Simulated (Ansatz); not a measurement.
Born–Oppenheimer molecular dynamics of Cl$_{3}$FH$_{3}$NTi (9 atoms, charge 0, multiplicity 1). It starts at the highest image of a converged band, a first-order saddle point between two minima.

Theory: Ansatz, RKS PBE/def2-SVP.

- ensemble: NVE (velocity Verlet)
- time step: 0.5 fs
- steps asked: 200
- starting velocities drawn for: 300 K
- seed: 2078

Frames 2.5 fs apart, positions in Å.

Velocities at 25 fs (Å/ps):

```
Ti -1.45 -1.86 0.57
N 2.18 0.56 -9.88
H -7.64 -14.63 -17.98
H 1.50 6.58 -1.63
F 1.77 1.97 -1.81
Cl -0.22 -0.52 -1.23
Cl -1.09 -0.38 2.31
Cl 1.93 2.25 3.00
H -10.27 3.81 20.20
```

```xyz
9
Properties=species:S:1:pos:R:3 time_fs=25 energy_less_start_eV=0.063 T=231
Ti 0.004 0.083 0.087
N 0.007 0.089 2.039
H -0.825 -0.201 2.595
H 0.860 -0.224 2.524
F 1.604 0.001 -0.651
Cl -1.502 1.447 -0.773
Cl -0.925 -1.930 -0.155
Cl 1.322 2.662 1.324
H 0.588 1.724 2.002
9
Properties=species:S:1:pos:R:3 time_fs=27.5 energy_less_start_eV=0.075 T=217
Ti 0.000 0.078 0.088
N 0.012 0.090 2.014
H -0.829 -0.232 2.539
H 0.863 -0.210 2.519
F 1.607 0.006 -0.655
Cl -1.502 1.445 -0.776
Cl -0.927 -1.930 -0.150
Cl 1.326 2.668 1.332
H 0.567 1.740 2.042
9
Properties=species:S:1:pos:R:3 time_fs=30 energy_less_start_eV=0.074 T=218
Ti -0.003 0.073 0.090
N 0.016 0.092 1.991
H -0.813 -0.254 2.469
H 0.858 -0.199 2.511
F 1.607 0.011 -0.658
Cl -1.502 1.444 -0.779
Cl -0.929 -1.931 -0.144
Cl 1.330 2.672 1.340
H 0.565 1.777 2.050
9
Properties=species:S:1:pos:R:3 time_fs=32.5 energy_less_start_eV=0.076 T=216
Ti -0.005 0.067 0.091
N 0.022 0.095 1.968
H -0.816 -0.281 2.413
H 0.851 -0.190 2.500
F 1.605 0.016 -0.659
Cl -1.502 1.442 -0.781
Cl -0.931 -1.930 -0.139
Cl 1.334 2.677 1.349
H 0.578 1.831 2.030
9
Properties=species:S:1:pos:R:3 time_fs=35 energy_less_start_eV=0.119 T=169
Ti -0.006 0.061 0.090
N 0.028 0.099 1.946
H -0.833 -0.311 2.373
H 0.851 -0.185 2.493
F 1.599 0.021 -0.659
Cl -1.502 1.440 -0.784
Cl -0.933 -1.930 -0.135
Cl 1.338 2.682 1.358
H 0.578 1.875 2.010
9
Properties=species:S:1:pos:R:3 time_fs=37.5 energy_less_start_eV=0.115 T=173
Ti -0.007 0.054 0.088
N 0.032 0.101 1.929
H -0.825 -0.326 2.331
H 0.854 -0.180 2.489
F 1.591 0.026 -0.658
Cl -1.501 1.439 -0.786
Cl -0.935 -1.929 -0.130
Cl 1.343 2.689 1.366
H 0.542 1.882 2.015
9
Properties=species:S:1:pos:R:3 time_fs=40 energy_less_start_eV=0.135 T=150
Ti -0.007 0.048 0.085
N 0.035 0.102 1.917
H -0.803 -0.330 2.296
H 0.851 -0.173 2.482
F 1.581 0.030 -0.657
Cl -1.500 1.437 -0.788
Cl -0.936 -1.929 -0.126
Cl 1.349 2.697 1.373
H 0.491 1.872 2.026
9
Properties=species:S:1:pos:R:3 time_fs=42.5 energy_less_start_eV=0.143 T=143
Ti -0.007 0.041 0.079
N 0.040 0.103 1.911
H -0.805 -0.342 2.288
H 0.849 -0.163 2.476
F 1.571 0.035 -0.654
Cl -1.499 1.435 -0.789
Cl -0.938 -1.929 -0.123
Cl 1.355 2.705 1.381
H 0.461 1.879 2.013
9
Properties=species:S:1:pos:R:3 time_fs=45 energy_less_start_eV=0.116 T=172
Ti -0.007 0.035 0.071
N 0.043 0.104 1.910
H -0.815 -0.352 2.299
H 0.859 -0.154 2.479
F 1.560 0.040 -0.652
Cl -1.497 1.433 -0.791
Cl -0.940 -1.930 -0.120
Cl 1.359 2.712 1.390
H 0.465 1.908 1.970
9
Properties=species:S:1:pos:R:3 time_fs=47.5 energy_less_start_eV=0.113 T=175
Ti -0.008 0.029 0.062
N 0.044 0.104 1.915
H -0.800 -0.344 2.314
H 0.872 -0.141 2.485
F 1.550 0.043 -0.651
Cl -1.496 1.431 -0.792
Cl -0.942 -1.932 -0.117
Cl 1.364 2.720 1.399
H 0.478 1.938 1.919
9
Properties=species:S:1:pos:R:3 time_fs=50 energy_less_start_eV=0.100 T=190
Ti -0.009 0.024 0.053
N 0.044 0.104 1.924
H -0.776 -0.327 2.340
H 0.875 -0.122 2.486
F 1.542 0.047 -0.650
Cl -1.494 1.429 -0.793
Cl -0.944 -1.934 -0.115
Cl 1.370 2.729 1.407
H 0.460 1.937 1.886
9
Properties=species:S:1:pos:R:3 time_fs=52.5 energy_less_start_eV=0.078 T=214
Ti -0.013 0.018 0.043
N 0.045 0.103 1.934
H -0.776 -0.317 2.390
H 0.881 -0.098 2.487
F 1.538 0.051 -0.651
Cl -1.492 1.427 -0.794
Cl -0.946 -1.937 -0.114
Cl 1.377 2.740 1.415
H 0.419 1.907 1.869
```

Of the whole run (100 fs, mean temperature of the second half 238 K): The conserved energy stayed within 0.037 meV per atom of its start (net change -0.0056 meV per atom), so the integration is sound. A run of 0.1 ps of so small a system gives no equilibrium averages. The orbitals stay closed-shell, which can raise the energy where a bond breaks towards radicals; this wasn't checked here.

The run took 6.3 min on 4 threads of Arm Neoverse V1, with other jobs on the host, peak memory 0.21 GiB.
